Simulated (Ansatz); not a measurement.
Z-matrix (Å, degrees):
```
Si
F 1 1.608
C 1 1.902 2 110.1
H 1 1.478 2 108.7 3 -119.0
H 1 1.478 2 108.7 3 119.0
O 3 1.219 1 115.4 2 -180.0
N 3 1.349 1 120.7 2 0.0
H 7 1.009 3 119.5 1 -180.0
H 7 1.005 3 121.1 1 -0.0
```

The species carries charge 0 and has multiplicity 1.

Task: List the CAM-B3LYP/def2-TZVPP orbital energies in eV (Ansatz). (Estimate.)

Result: The calculation gave: Occupied: -1802.20, -673.73, -521.97, -392.61, -281.67, -146.68, -102.07, -101.98, -101.96, -34.84, -30.82, -27.37, -19.39, -17.86, -16.98, -15.25, -14.64, -14.52, -13.86, -13.54, -12.41, -11.32, -9.71, -8.79. Lowest empty: 0.75, 1.02, 1.88, 2.09, 2.81, 3.44, 4.00, 5.10.
